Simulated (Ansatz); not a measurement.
Geometry optimisation, Ansatz 0.2.0, RKS PBE0-D4/def2-SVP.

Input file:

```yaml
crystal:
  periodic: [false, false, false]
  atoms:
    - { symbol: B, position_ang: [-1.5196, 0.8332, 0.3611] }
    - { symbol: C, position_ang: [-0.4387, -0.2174, 0.3508] }
    - { symbol: C, position_ang: [-0.2395, -0.9366, 1.4428] }
    - { symbol: C, position_ang: [0.5079, -0.3788, -0.8717] }
    - { symbol: "N", position_ang: [1.6526, 0.3972, -0.7502] }
    - { symbol: H, position_ang: [-2.2426, 1.0645, 1.3037] }
    - { symbol: H, position_ang: [-1.7222, 1.5471, -0.6053] }
    - { symbol: H, position_ang: [0.6292, -1.6579, 1.4754] }
    - { symbol: H, position_ang: [-0.8042, -0.7903, 2.3944] }
    - { symbol: H, position_ang: [-0.1143, -0.0846, -1.7637] }
    - { symbol: H, position_ang: [0.6945, -1.4618, -0.9658] }
    - { symbol: H, position_ang: [2.50657, -0.21526, -0.6544] }
    - { symbol: H, position_ang: [1.57668, 0.89262, 0.12584] }
basis:
  gaussian: { orbitals: def2-SVP }
hamiltonian:
  xc: pbe0
  dispersion: d4
relax:
  f_tol: 0.015
  max_steps: 40
```

Run as:

```bash
$ ansatz run input.yaml --threads 2 --pin off --max-ram 3072MiB --backend cpu --events-out ev --progress --plain --runs-dir out
```

Task: Where does it end, and by what steps?

Result: The run converged. After 22 steps the energy has fallen by 0.548 eV; H13 moved furthest, 1.43 Å.

```json
{"step": "0", "energy less start (eV)": "0.0000", "largest force component (eV/Å)": "3.459", "accepted": "yes"}
{"step": "1", "energy less start (eV)": "-0.1782", "largest force component (eV/Å)": "1.678", "accepted": "yes"}
{"step": "2", "energy less start (eV)": "-0.2616", "largest force component (eV/Å)": "0.890", "accepted": "yes"}
{"step": "3", "energy less start (eV)": "-0.2493", "largest force component (eV/Å)": "1.053", "accepted": "no"}
{"step": "4", "energy less start (eV)": "-0.3107", "largest force component (eV/Å)": "0.113", "accepted": "yes"}
{"step": "5", "energy less start (eV)": "-0.3254", "largest force component (eV/Å)": "0.178", "accepted": "yes"}
{"step": "6", "energy less start (eV)": "-0.3503", "largest force component (eV/Å)": "0.403", "accepted": "yes"}
{"step": "7", "energy less start (eV)": "-0.4083", "largest force component (eV/Å)": "0.390", "accepted": "yes"}
{"step": "8", "energy less start (eV)": "-0.4552", "largest force component (eV/Å)": "0.324", "accepted": "yes"}
{"step": "9", "energy less start (eV)": "-0.4704", "largest force component (eV/Å)": "0.397", "accepted": "yes"}
{"step": "10", "energy less start (eV)": "-0.4534", "largest force component (eV/Å)": "0.994", "accepted": "no"}
{"step": "11", "energy less start (eV)": "-0.4932", "largest force component (eV/Å)": "0.231", "accepted": "yes"}
{"step": "12", "energy less start (eV)": "-0.5104", "largest force component (eV/Å)": "0.197", "accepted": "yes"}
{"step": "13", "energy less start (eV)": "-0.5271", "largest force component (eV/Å)": "0.307", "accepted": "yes"}
{"step": "14", "energy less start (eV)": "-0.5297", "largest force component (eV/Å)": "0.592", "accepted": "yes"}
{"step": "15", "energy less start (eV)": "-0.5359", "largest force component (eV/Å)": "0.608", "accepted": "yes"}
{"step": "16", "energy less start (eV)": "-0.5454", "largest force component (eV/Å)": "0.127", "accepted": "yes"}
{"step": "17", "energy less start (eV)": "-0.5450", "largest force component (eV/Å)": "0.199", "accepted": "no"}
{"step": "18", "energy less start (eV)": "-0.5466", "largest force component (eV/Å)": "0.029", "accepted": "yes"}
{"step": "19", "energy less start (eV)": "-0.5473", "largest force component (eV/Å)": "0.026", "accepted": "yes"}
{"step": "20", "energy less start (eV)": "-0.5476", "largest force component (eV/Å)": "0.023", "accepted": "yes"}
{"step": "21", "energy less start (eV)": "-0.5476", "largest force component (eV/Å)": "0.037", "accepted": "yes"}
{"step": "22", "energy less start (eV)": "-0.5478", "largest force component (eV/Å)": "0.014", "accepted": "yes"}
```

```xyz
13
Properties=species:S:1:pos:R:3
B -1.167 0.987 0.539
C -0.349 -0.319 0.414
C -0.461 -1.237 1.397
C 0.575 -0.540 -0.767
N 1.593 0.477 -0.942
H -1.887 1.158 1.496
H -1.123 1.847 -0.315
H 0.085 -2.190 1.372
H -1.107 -1.066 2.264
H -0.024 -0.579 -1.693
H 1.064 -1.526 -0.684
H 2.119 0.604 -0.079
H 1.168 1.377 -1.158
```

Time of the run: 70 s on 2 threads of Arm Neoverse V1, on a shared host, peak memory 0.24 GiB.
